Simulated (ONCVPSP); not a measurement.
# Reading a pseudo-wave (manganese)

Columns: radius, all-electron u(r) and pseudo u(r) of the 3p shell (level -55.03 eV) of manganese in the configuration [Ne] 3s2 3p6 3d5 4s1.75 4p0.25; PBE, scalar-relativistic, ONCV scheme, ONCVPSP 4.0.1.

```tsv
r (bohr)	all-electron	pseudo
0.082	-0.4265	0.0331
0.165	-0.5793	0.1293
0.248	-0.3190	0.2759
0.330	0.0887	0.4517
0.413	0.4838	0.6392
0.495	0.7870	0.8128
0.578	0.9902	0.9589
0.660	1.0981	1.0614
0.742	1.1338	1.1168
0.825	1.1166	1.1251
0.908	1.0641	1.0915
0.990	0.9915	1.0266
1.072	0.9082	0.9414
1.155	0.8201	0.8454
1.238	0.7330	0.7487
1.320	0.6509	0.6587
1.402	0.5743	0.5771
1.485	0.5033	0.5039
1.568	0.4392	0.4392
1.650	0.3827	0.3826
1.733	0.3318	0.3317
1.815	0.2875	0.2875
1.898	0.2482	0.2482
1.980	0.2143	0.2142
2.062	0.1847	0.1847
2.145	0.1588	0.1587
```

Task: How many radial nodes do the two functions have?

Result: The all-electron 3p function has n − l − 1 = 1; the pseudo-wave has 0, since the states of the same l below it are removed with the core.

Task: At about which radius was the pseudo-wave matched?

Result: 1.65 bohr, where the columns begin to agree (steps of 0.08 bohr).

Task: Is the pseudo-wave norm-conserving?

Result: Yes: the ONCV scheme keeps the norm inside the radius equal to the all-electron one, which fixes the energy derivative of the logarithmic derivative at the level.
